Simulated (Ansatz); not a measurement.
`[CH3][SnH2][N]=C=O` + `C[S][SnH]([F])[F]` → `C[S][SnH2][CH3]` + `O=C=[N][SnH]([F])[F]`  (redistribution)

Calculated with Ansatz (gas phase, PBE0-D4/def2-TZVP geometries, no zero-point term in ΔE). CCSD(T)/CBS adds triple-zeta CCSD(T) − MP2 to the extrapolated MP2 energy (def2 sets, frozen cores). DFT in def2-TZVPP. HSE06 is defined as in plane-wave codes. Elements past krypton have def2 core potentials. For Sn outer-core shells are correlated without core-valence functions, which leaves a few kJ/mol of doubt a bond. Each species was taken in one conformer, which may not be the lowest.

`[CH3][SnH2][N]=C=O`:

Cartesian coordinates in Å:
```
C -0.254 -1.799 -0.190
Sn -0.247 0.248 -0.753
N 0.792 1.166 0.731
C 0.787 2.172 1.382
O 0.835 3.130 2.052
H -0.770 -1.910 0.763
H 0.774 -2.144 -0.084
H -0.760 -2.400 -0.946
H 0.636 0.567 -2.176
H -1.792 0.971 -0.779
```

`C[S][SnH]([F])[F]`:

Z-matrix (Å, degrees):
```
C
S 1 1.824
H 1 1.090 2 105.6
H 1 1.088 2 111.0 3 118.3
H 1 1.088 2 111.0 3 -118.3
Sn 2 2.351 1 98.3 3 -179.9
F 6 1.912 2 107.6 1 53.4
F 6 1.912 2 107.7 1 -53.8
H 6 1.692 2 120.7 1 179.8
```

`C[S][SnH2][CH3]`:

Cartesian coordinates in Å:
```
C 1.773 -0.833 -0.940
S 0.258 -0.506 -1.888
Sn -1.311 -0.327 -0.080
C -0.803 1.356 1.138
H 2.037 0.008 -0.298
H 1.684 -1.741 -0.342
H 2.573 -0.975 -1.667
H -1.222 -1.770 0.841
H -2.846 -0.152 -0.806
H -0.803 2.259 0.527
H 0.188 1.216 1.570
H -1.528 1.466 1.945
```

`O=C=[N][SnH]([F])[F]`:

Cartesian coordinates in Å:
```
O 2.957 0.322 -0.419
C 1.815 0.224 -0.602
N 0.643 0.132 -0.880
Sn -1.042 -0.112 0.132
F -0.832 -1.682 1.178
F -1.118 1.285 1.415
H -2.423 -0.169 -0.823
```

| level | ΔE (kJ/mol) |
| --- | --- |
| B97M-V | 19.6 |
| r2SCANh-D4 | 20.7 |
| HSE06-D4 | 19.4 |
| ωB97M-V | 19.8 |
| PBE | 22.0 |
| LC-ωPBE | 19.9 |
| SCS-MP2/def2-TZVPP | 18.1 |
| MP2/CBS(def2) | 17.7 |

Question: What does CCSD(T)/CBS give? (Best estimate.)

Answer: Ansatz gave: +17.9 kJ/mol. The listed levels differ from it by 1.7, 2.8, 1.5, 1.9, 4.1, 2.0, 0.2, -0.2 kJ/mol.

Largest T1 diagnostic among the species: 0.016.

Leaving LDA and LC-ωPBE aside and taking each functional with its dispersion term where it has one, the values, not all of them listed here, spread over 4.1 kJ/mol, from PBE-QIDH to BLYP-D4.
